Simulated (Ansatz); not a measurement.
Geometry optimisation, RKS PBE0-D4/def2-SVP in Ansatz.

The input (input.yaml):

```yaml
crystal:
  periodic: [false, false, false]
  atoms:
    - { symbol: Al, position_ang: [-0.146625, 0.501302, -0.40263] }
    - { symbol: Cl, position_ang: [0.014672, -0.041515, 2.972083] }
    - { symbol: H, position_ang: [1.241465, -0.153938, -0.735222] }
    - { symbol: O, position_ang: [-1.681145, -0.138795, -0.702822] }
    - { symbol: H, position_ang: [-1.896737, -1.015702, -1.023172] }
    - { symbol: Br, position_ang: [-0.202275, 2.73526, 0.399208] }
    - { symbol: H, position_ang: [-0.102455, 1.263288, 2.717854] }
basis:
  gaussian: { orbitals: def2-SVP }
hamiltonian:
  xc: pbe0
  dispersion: d4
relax:
  f_tol: 0.03
  max_steps: 50
```

Command:

```bash
$ ansatz run input.yaml --threads 2 --pin off --max-ram 3072MiB --backend cpu --events-out ev --progress --plain --runs-dir out
```

Task: Where does it end, and by what steps?

Result: It converged. After 8 steps the energy has fallen by 0.226 eV; Cl2 moved furthest, 0.52 Å. Joined: Al1–Cl2 (3.42 → 2.64 Å).

```csv
step,energy less start (eV),largest force component (eV/Å),accepted
0,0.0000,1.107,yes
1,-0.1344,0.624,yes
2,-0.1954,0.524,yes
3,-0.2079,0.682,yes
4,-0.2174,0.591,yes
5,-0.2222,0.411,yes
6,-0.2248,0.148,yes
7,-0.2255,0.056,yes
8,-0.2258,0.021,yes
```

```xyz
7
Properties=species:S:1:pos:R:3
Al -0.131 0.491 -0.124
Cl -0.024 -0.058 2.457
H 1.239 -0.142 -0.570
O -1.659 -0.129 -0.534
H -1.853 -0.978 -0.931
Br -0.191 2.725 0.430
H -0.153 1.241 2.498
```

Whether the end is a true minimum wasn't checked by a vibrational analysis.

Run time: 32 s on 2 threads of Arm Neoverse V1, with other jobs on the host, peak memory 0.21 GiB.
